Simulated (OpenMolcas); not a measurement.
V4+ in a point-charge field

V4+ among 6 point charges of -2.2 e arranged as an octahedron (Oh), 1.8 Å from the ion.
```
   1.8000    0.0000    0.0000  -2.20
   0.0000    1.8000    0.0000  -2.20
  -1.8000    0.0000    0.0000  -2.20
   0.0000   -1.8000    0.0000  -2.20
   0.0000    0.0000    1.8000  -2.20
   0.0000    0.0000   -1.8000  -2.20
```

```
Program             : OpenMolcas
Method              : CASSCF
Basis               : ANO-RCC-VDZP [5s4p2d1f]
Scalar Hamiltonian  : DKH2, point nucleus
Active space        : 1 electron in 5 orbitals (3d)
State averaging     : 2S+1 = 2 even, 5 roots
Spin-orbit coupling : state interaction with AMFI integrals over the reference wave functions
```

The lowest spin-free states (labels of O, the rotations of Oh), above the lowest:

| State | Degeneracy | E (cm-1) | Free-ion L (%) |
| --- | --- | --- | --- |
| 2T2 | 3 | 0.0 | D (100) |
| 2E | 2 | 7123 | D (100) |

The lowest levels with spin-orbit coupling:

```
E (cm-1)  Degeneracy  Label  2S+1               g
     0.0           4     Γ8     2                
   364.3           2     Γ7     2  2.00 2.00 2.00
    7264           4     Γ8     2
```

Powder χT (cm3 K/mol): 0.00604 at 2 K, 0.0175 at 10 K, 0.0746 at 50 K, 0.146 at 100 K, 0.274 at 200 K, 0.365 at 300 K. The effective moment at 300 K is 2.828 √(χT) = 1.71 μB.

The lowest level has 2S+1 = 2, for which the spin-only value is χT = S(S+1) / 2 = 0.375 cm3 K/mol (g = 2). The computed 0.365 at 300 K differs by -0.010, through orbital momentum, spin-orbit coupling and any other state in reach. With a threefold ground state the orbital momentum is unquenched, so the spin-only value is not expected to hold.

The gap between the two states is 10Dq = 7123 cm-1.

An orbital triplet at a regular site is open to Jahn-Teller coupling, which can distort the site and quench the lowest spin-orbit gaps and is left out. This field is weak: 10Dq is about 7123 cm-1, while octahedral complexes of 3d ions of charge 3 and more, computed by the same method with explicit ligands, had a median near 15000 cm-1. Ground spin and moment need not be those of a real site. Point charges carry no covalency, so the field is a model and not that of real ligands. No measured value stands beside these numbers.

The RASSCF and RASSI steps took 1.5 s on 1 thread of Arm Neoverse V2 (shared host); the integral step is not counted.
